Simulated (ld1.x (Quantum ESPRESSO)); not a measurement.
# Cutoff test, Ba (Z = 56), TM

```json
{
 "Element": "barium",
 "Generator": "ld1.x (Quantum ESPRESSO) 7.5",
 "Type": "norm-conserving Troullier–Martins (Kleinman–Bylander form)",
 "Functional": "PBEsol",
 "Relativity": "scalar-relativistic",
 "Frozen core": "[Kr] 4d10",
 "Valence charge": "10",
 "Reference configuration": "5s2 5p6 5d0 6s1.5 6p0 (charge +0.5)",
 "Partial waves": "5s (bound): rc 2.85 bohr; 5p (bound): rc 2.70 bohr; 5d (bound, empty): rc 4.10 bohr",
 "Local potential": "all-electron potential smoothed inside 2.15 bohr (lloc = -2)",
 "Core correction": "none"
}
```

Occupied shells without a wave of their own: 6s. They enter only through the test configuration that unscreens the potential.

The pseudo-atom Hamiltonian at the reference potential is diagonalised in spherical Bessel functions j_l(qr) that vanish at 20 bohr, with q² up to the cutoff. All-electron valence levels (Ry): 5s -2.6763, 6s -0.3943, 5p -1.5754, 6p -0.2235, 5d -0.3270.

How do the lowest levels (Ry) of each channel move with the cutoff, and are there ghosts?

```
cutoff (Ry)     s #1     s #2     s #3     p #1     p #2     d #1     d #2    f #1    f #2  Σ f·Δε (mRy)
          8  -2.6676  -0.4075  -0.0901  -1.5713  -0.2233  -0.3242  -0.0482  0.0028  0.0958          42.8
         10  -2.6731  -0.4075  -0.0901  -1.5731  -0.2239  -0.3266  -0.0486  0.0027  0.0957          20.6
         12  -2.6754  -0.4076  -0.0901  -1.5733  -0.2239  -0.3269  -0.0487  0.0027  0.0956          15.0
         15  -2.6757  -0.4076  -0.0901  -1.5746  -0.2240  -0.3269  -0.0487  0.0027  0.0956           6.6
         18  -2.6759  -0.4077  -0.0901  -1.5752  -0.2240  -0.3270  -0.0487  0.0027  0.0956           2.6
         21  -2.6761  -0.4077  -0.0901  -1.5753  -0.2240  -0.3270  -0.0487  0.0027  0.0956           0.9
         25  -2.6763  -0.4078  -0.0901  -1.5754  -0.2240  -0.3270  -0.0487  0.0027  0.0956           0.4
         30  -2.6763  -0.4078  -0.0901  -1.5754  -0.2240  -0.3270  -0.0487  0.0027  0.0956           0.1
        400  -2.6763  -0.4078  -0.0901  -1.5754  -0.2240  -0.3270  -0.0487  0.0027  0.0956           0.0
```

Result: no extra level below or beside the all-electron valence levels (s, p, d, f tested); 10 mRy is reached at 15 Ry and 1 mRy at 21 Ry.

Its largest configuration-test error is -478 meV.
